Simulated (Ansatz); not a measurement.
The cluster AgSn₂ (the lowest doublet isomer of a short search). The state is a doublet with charge 0. Geometry PBE-D4/def2-TZVP, basis def2-TZVP, Ansatz.

```xyz
3

Ag   -0.326   -0.442   -1.499
Sn   -0.737    1.301    0.626
Sn    1.062   -0.859    0.872
```

| run | HOMO (eV) | LUMO (eV) |
| --- | --- | --- |
| A | -4.94 | -3.19 |
| B | -4.14 | -3.83 |
| C | -4.21 | -3.96 |
| D | -4.35 | -3.75 |
| E | -6.66 | -1.61 |
| F | -5.96 | -2.29 |

In the def2 sets Ag, Sn take a core potential; there is no spin–orbit coupling. The structure comes from a short search, and lower isomers may exist.

HOMO and LUMO are taken over both spins.

Question: The runs used CAM-B3LYP, PBE, PBE0, r2SCAN, revPBE, ωB97M-V. Estimate which is which.

Answer: A PBE0 (25 % exact exchange); B revPBE (0 % exact exchange); C PBE (0 % exact exchange); D r2SCAN (0 % exact exchange); E ωB97M-V (range-separated); F CAM-B3LYP (range-separated). Exact exchange lowers occupied and raises empty levels; among semilocal functionals meta-GGAs tend to open the gap a little, and such runs are hard to tell apart. The gap grows from 0.24 eV (PBE) to 5.05 eV (ωB97M-V).
